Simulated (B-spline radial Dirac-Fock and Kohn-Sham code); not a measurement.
Magnetic form factor of the 3d shell of Mn²⁺

System: the Mn²⁺ ion, configuration [Ar] 3d4 4p1 (an excited configuration).

Input of the calculation (task.json; shells as n, l, electrons):

```json
{"items": [{
  "Z": 25,
  "q": 2,
  "cfg": [[1, 0, 2], [2, 0, 2], [2, 1, 6], [3, 0, 2], [3, 1, 6], [3, 2, 4], [4, 1, 1]],
  "A": 55,
  "rrms": 3.7057,
  "do": ["scatter"],
  "s": [0.0, 0.05, 0.1, 0.15, 0.2, 0.25, 0.3, 0.35, 0.4, 0.45, 0.5, 0.6, 0.7, 0.8, 0.9, 1.0, 1.1, 1.2, 1.4, 1.6, 1.8, 2.0, 2.5, 3.0, 3.5, 4.0, 5.0, 6.0],
  "pz": [0, 0.1, 0.2, 0.3, 0.4, 0.5, 0.6, 0.8, 1.0, 1.2, 1.4, 1.6, 1.8, 2.0, 2.5, 3.0, 4.0, 5.0, 7.0, 10.0, 15.0, 20.0, 30.0, 40.0, 60.0, 100.0],
  "hv_scatter": [2000, 8047.8, 10000, 17479.3, 20000, 30000, 50000, 200000]
}]}
```

Command: `python xray_run.py task.json out`

The computed values come from a B-spline atomic structure program: configuration-average Dirac-Fock orbitals. ⟨j_K⟩ is the integral of the 3d radial density with the spherical Bessel function j_K(4πsr), s = sin θ/λ.

```
s (Å⁻¹)     ⟨j0⟩    ⟨j2⟩    ⟨j4⟩
      0   1.0000  0.0000  0.0000
   0.05   0.9754  0.0098  0.0001
    0.1   0.9060  0.0366  0.0007
   0.15   0.8040  0.0737  0.0033
    0.2   0.6846  0.1132  0.0089
   0.25   0.5620  0.1483  0.0177
    0.3   0.4468  0.1749  0.0292
   0.35   0.3451  0.1915  0.0420
    0.4   0.2596  0.1986  0.0549
   0.45   0.1902  0.1978  0.0667
    0.5   0.1353  0.1911  0.0767
    0.6   0.0608  0.1670  0.0900
    0.7   0.0196  0.1376  0.0948
    0.8  -0.0014  0.1091  0.0932
    0.9  -0.0109  0.0845  0.0873
      1  -0.0141  0.0642  0.0792
    1.1  -0.0141  0.0482  0.0702
    1.2  -0.0127  0.0359  0.0612
    1.4  -0.0088  0.0194  0.0451
    1.6  -0.0055  0.0103  0.0323
```

Radial moments of the shell: ⟨r²⟩ = 1.360, ⟨r⁴⟩ = 4.031, ⟨r⁶⟩ = 21.81 in powers of bohr.
